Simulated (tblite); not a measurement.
Species: C6H15NOSi.
Numbering: `[CH3:1][CH:2]([CH3:3])[Si@H:4]([CH3:5])[CH2:6][C:7]([NH2:8])=[O:9]` (hydrogens: H10, H11, H12 on C1; H13 on C2; H14, H15, H16 on C3; H17 on Si4; H18, H19, H20 on C5; H21, H22 on C6; H23, H24 on N8)

Cartesian coordinates in Å at the GFN2-xTB level; atoms count from 1:
```
atom  x, y, z in Å
C1    -2.0657    0.0243    1.5798
C2    -0.9944   -0.5256    0.6393
C3    -1.6386   -1.1020   -0.6216
Si4    0.3217    0.7996    0.2314
C5    -0.4644    2.3842   -0.4670
C6     1.5847    0.1631   -1.0647
C7     2.0317   -1.2205   -0.7105
N8     3.0450   -1.2709    0.1921
O9     1.5265   -2.2296   -1.1534
H10   -1.6203    0.4138    2.4927
H11   -2.6195    0.8289    1.1010
H12   -2.7737   -0.7573    1.8511
H13   -0.4956   -1.3543    1.1534
H14   -2.3960   -1.8388   -0.3561
H15   -0.8895   -1.5938   -1.2366
H16   -2.1213   -0.3213   -1.2069
H17    1.0753    1.1200    1.4650
H18   -1.0470    2.1807   -1.3610
H19    0.2902    3.1195   -0.7284
H20   -1.1274    2.8400    0.2607
H21    1.1182    0.1327   -2.0468
H22    2.4360    0.8388   -1.1088
H23    3.4440   -0.4428    0.5932
H24    3.3685   -2.1690    0.5095
```

Method: GFN2-xTB as coded in tblite; computed harmonic values from a numerical Hessian at the method's own geometry, unscaled. Against measured fundamentals such values can be off by several per cent, at times by over 20. Modes of hydrogen on silicon can be 10 to 20 % off. One conformer, not necessarily the lowest.

Harmonic wavenumbers (cm⁻¹): 29.1, 48.3, 71.0, 91.3, 114.6, 150.3, 151.2, 177.3, 226.4, 233.4, 258.0, 282.7, 334.5, 407.3, 414.2, 500.5, 534.0, 599.0, 631.8, 636.6, 665.9, 748.1, 767.8, 789.6, 827.8, 840.9, 910.3, 944.5, 954.7, 995.7, 1016.0, 1045.0, 1100.3, 1133.6, 1177.6, 1179.7, 1282.0, 1287.5, 1304.2, 1369.8, 1411.5, 1424.0, 1454.2, 1456.6, 1480.0, 1485.7, 1499.5, 1509.5, 1511.8, 1516.8, 1747.4, 2120.6, 2924.6, 3003.7, 3007.0, 3012.2, 3020.0, 3021.6, 3026.5, 3033.0, 3036.3, 3044.8, 3051.1, 3055.4, 3478.1, 3556.8.

A = 1786, B = 907.0, C = 751.4 MHz; mass 145.092 u (most abundant isotopes); point group C1, symmetry number 1.

Question: What is the zero-point energy?

Answer: Half the sum of the wavenumbers: 44061 cm⁻¹ = 527.08 kJ/mol.

Question: Entropy at 273.15 K, 1 bar (ideal gas, RRHO, classical rotation)?

Answer: Translation 169.11, rotation 124.25, vibration 171.18: S = 464.5 J/(mol K).

Question: And Cp and H(273.15 K) − H(0)?

Answer: Cp = 193.97 J/(mol K), of which vibrations give 160.71 (their classical limit is 66 R = 548.8); H(273.15 K) − H(0) = 32.74 kJ/mol without the zero-point energy, 23.65 from vibrations.

Question: How do the functions run with temperature in this model?

Answer: 
| T (K) | S (J/(mol K)) | Cp (J/(mol K)) | H − H(0) (kJ/mol) | G − H(0) (kJ/mol) | ln q(vib) |
| --- | --- | --- | --- | --- | --- |
| 50 | 262.2 | 69.6 | 2.46 | -10.66 | 1.14 |
| 100 | 321.6 | 104.0 | 6.84 | -25.32 | 3.19 |
| 298.15 | 482.1 | 206.7 | 37.75 | -105.99 | 11.12 |
| 373.15 | 532.5 | 243.7 | 54.66 | -144.05 | 13.90 |
| 500 | 611.7 | 298.4 | 89.16 | -216.70 | 18.42 |
| 750 | 748.6 | 376.8 | 174.24 | -387.24 | 26.77 |
| 1000 | 864.8 | 429.8 | 275.47 | -589.29 | 34.40 |

q(vib) and H(0) count from the zero-point level.

Question: Blend soft modes into free rotors: weight 1/[1 + (100 cm⁻¹/ν̃)⁴] for the oscillator and the rest for a rotor with moment μB/(μ + B), μ = h/(8π²ν), B = 10⁻⁴⁴ kg m². What vibrational entropy results?

Answer: 154.25 J/(mol K) in place of 171.18, which changes −T·S at 273.15 K by +4.62 kJ/mol.

Question: Which modes carry the vibrational entropy at 273.15 K?

Answer: 29.1 cm⁻¹: 23.92; 48.3 cm⁻¹: 19.72; 71.0 cm⁻¹: 16.54; 91.3 cm⁻¹: 14.48; 114.6 cm⁻¹: 12.64; 150.3 cm⁻¹: 10.47 J/(mol K); the other 60 give 73.42 together.

Hindered rotation and anharmonicity are outside this model. Other conformers, if any are populated, would add a mixing term that is left out. The structure is chiral; the term R ln 2 for an equal mix with its mirror image is left out.

Hardware: Arm Neoverse N1, one thread, no GPU, shared host with 64 logical CPUs at a one-minute load of 56. Cost: 2.0 s wall. The figure is for the frequency step alone.
